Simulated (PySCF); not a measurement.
C₂H₉NSi₃, SMILES [SiH3]C#C[SiH2]N[SiH3]. Atoms are numbered in the order given.

```xyz
15

Si     3.4505    -1.1958     0.7374
C      1.9714    -0.3103     0.1010
C      0.9749     0.2840    -0.3310
Si    -0.5400     1.1548    -0.9358
N     -1.9082     0.9793     0.1388
Si    -3.0931    -0.3186     0.1667
H      3.0501    -2.5546     1.2385
H      4.4592    -1.3500    -0.3655
H      4.0635    -0.4133     1.8645
H     -0.9177     0.5634    -2.2613
H     -0.1946     2.6108    -1.0663
H     -1.8797     1.5713     0.9763
H     -2.7859    -1.4044     1.1681
H     -3.1073    -0.9223    -1.2085
H     -4.4514     0.2361     0.5054
```
Charge 0, spin multiplicity 1.

Geometry: PBE-D3(BJ)/def2-SVP. This is a generated structure with no PubChem entry under its InChIKey; it may be hypothetical. One conformer was computed; it need not be the lowest.

The numbers are results of PBE/pcSseg-1 (PySCF), not measurements.

GIAO shieldings, no solvent; atoms listed in one row are averaged. δ = σ(ref) − σ: ²⁹Si against TMS (σ = 335.4 ppm); ¹³C against TMS (σ = 182.0 ppm); ¹⁵N against NH3 (σ = 267.0 ppm); ¹H against TMS (σ = 31.49 ppm), references at their B3LYP-D3(BJ)/def2-TZVP geometries, non-relativistic.

Computed chemical shifts:
| nucleus | atoms | count | δ (ppm) |
|---|---|---|---|
| ²⁹Si | Si6 | 1 | -47.1 |
| ²⁹Si | Si4 | 1 | -59.3 |
| ²⁹Si | Si1 | 1 | -100.4 |
| ¹³C | C3 | 1 | 124.4 |
| ¹³C | C2 | 1 | 111.1 |
| ¹⁵N | N5 | 1 | 19.9 |
| ¹H | H11 | 1 | 5.46 |
| ¹H | H13, H14, H15 | 3 | 5.35 |
| ¹H | H10 | 1 | 5.31 |
| ¹H | H7, H8, H9 | 3 | 4.73 |
| ¹H | H12 | 1 | 0.22 |
